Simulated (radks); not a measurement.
The numbers below are computed, except where a source is named.
Trend from Mg to Ar: ionisation energy by Delta-SCF between NIST ground configurations, and size. Level of theory: scalar-relativistic Kohn-Sham, BLYP, spin-polarised, spherical densities, finite nucleus; open shells are filled with parallel spins first; Fermi nuclear charge, rms radius of each element as measured or else 0.836 A^(1/3) + 0.57 fm (a radial shooting solver on a logarithmic mesh with Libxc functionals).

\begin{tabular}{lrrrrrrr}
species & configuration & IE (eV) & NIST (eV) & kind & outermost & <r> outermost (bohr) & r at 0.001 e/bohr^3 (bohr) \\ \hline
Mg & [Ne] 3s2 & 7.640 & 7.646 & exp. & 3s & 3.14 & 4.51 \\
Al & [Ne] 3s2 3p1 & 5.764 & 5.986 & exp. & 3p & 3.43 & 4.55 \\
Si & [Ne] 3s2 3p2 & 8.000 & 8.152 & exp. & 3p & 2.75 & 4.43 \\
P & [Ne] 3s2 3p3 & 10.227 & 10.487 & exp. & 3p & 2.33 & 4.24 \\
S & [Ne] 3s2 3p4 & 10.287 & 10.360 & exp. & 3p & 2.14 & 4.09 \\
Cl & [Ne] 3s2 3p5 & 12.948 & 12.968 & exp. & 3p & 1.87 & 3.93 \\
Ar & [Ar] & 15.661 & 15.760 & exp. & 3p & 1.67 & 3.76 \\
\end{tabular}

Reference values: NIST Atomic Spectra Database (exp. = measured, semi-emp. = semi-empirical, theory = theoretical value adopted there). Open shells are spherical and high-spin; term and fine-structure splittings are not resolved.
